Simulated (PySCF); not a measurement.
From one molecule to another.

First species: C₇H₁₃FO₂.
InChI=1S/C7H13FO2/c1-9-7-3-2-6(4-8)5-10-7/h6-7H,2-5H2,1H3/t6-,7+/m1/s1

Second species: C7H13FO2.
Structure used (GFN2-xTB), in Å, numbered top down from 1:
```
atom  x, y, z in Å
C1     3.1189   -0.2473   -0.3951
O2     1.8572   -0.8251   -0.1413
C3     0.9928   -0.0073    0.5978
C4    -0.2130   -0.8496    1.0248
C5    -1.1039   -1.1640   -0.1754
C6    -1.4402    0.1081   -0.9634
C7    -2.3864    1.0313   -0.1996
F8    -3.5802    0.3971    0.0523
C9    -0.1353    0.8422   -1.2834
O10    0.6058    1.1435   -0.1154
H11    3.0224    0.6996   -0.9348
H12    3.6575   -0.0671    0.5426
H13    3.6665   -0.9653   -1.0019
H14    1.5167    0.3933    1.4834
H15   -0.7681   -0.2971    1.7828
H16    0.1555   -1.7734    1.4690
H17   -0.5708   -1.8503   -0.8353
H18   -2.0232   -1.6471    0.1592
H19   -1.9269   -0.1714   -1.9034
H20   -1.9718    1.3290    0.7667
H21   -2.6237    1.9229   -0.7897
H22    0.4687    0.2183   -1.9548
H23   -0.3234    1.8068   -1.7603
```

Levels: PBE0/pcSseg-1 for HOMO energy, LUMO energy and HOMO–LUMO gap. Geometries: GFN2-xTB. Each species is one conformer at its optimised geometry, gas phase, non-relativistic unless stated; the electronic structure was computed with PySCF and density fitting.

Values for the first species:

- HOMO energy: -7.60 eV
- LUMO energy: 1.46 eV
- HOMO–LUMO gap: 9.06 eV

Question: Estimate the same properties for the second species, and the change in each.

Answer: 
```json
{"property": "HOMO energy", "first": "-7.60 eV", "second": "-7.65 eV", "second less first": "-0.05 eV"}
{"property": "LUMO energy", "first": "1.46 eV", "second": "1.39 eV", "second less first": "-0.07 eV"}
{"property": "HOMO–LUMO gap", "first": "9.06 eV", "second": "9.04 eV", "second less first": "-0.02 eV"}
```

